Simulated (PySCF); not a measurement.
## Two-component Hartree-Fock for Mg (magnesium, neutral)

Start: [Ne] 3s1 4s1; 3s1/2 filled at m_j = +1/2; 4s1/2 filled at m_j = +1/2. Calculated with PySCF 2.14 in x2c-TZVPall-2c with one added diffuse shell each of s, p, d type (6s6p4d, 44 functions): generalised Hartree-Fock with the X2C-1e Hamiltonian and a Gaussian nucleus; one run each with spin-orbit coupling (SO) switched off, then screened by Boettger's factors. This is a chosen level, not necessarily the ground level.

```tsv
spinor shell	electrons	ε, spin-free (eV)	ε, screened SO (eV)	weight of nominal j (screened SO)	rms radius, screened SO (bohr)
1s1/2	2	-1341.6	-1341.6	1.000	0.151
2s1/2	2	-107.79	-107.79	1.000	0.754
2p1/2	2	-67.054	-67.290	0.938	0.771
2p3/2	4	-67.054	-66.936	0.969	0.772
3s1/2	1	-11.285	-11.285	1.000	3.04
4s1/2	1	-2.395	-2.395	1.000	8.90
```

```
   quantity   spin-free  screened SO
E (hartree)  -199.75766   -199.75774
        M_J           1            1
       ⟨J²⟩       2.000        2.000
       ⟨L²⟩       0.000        0.000
       ⟨S²⟩       2.000        2.000
```

Each row is a mean over spinors that exchange with the open shell spreads, by up to 0.507 eV (2s1/2).

Without spin-orbit coupling the j labels of p, d and f shells carry no meaning; the spin-free column gives the mean over the occupied spinors of each nl shell.
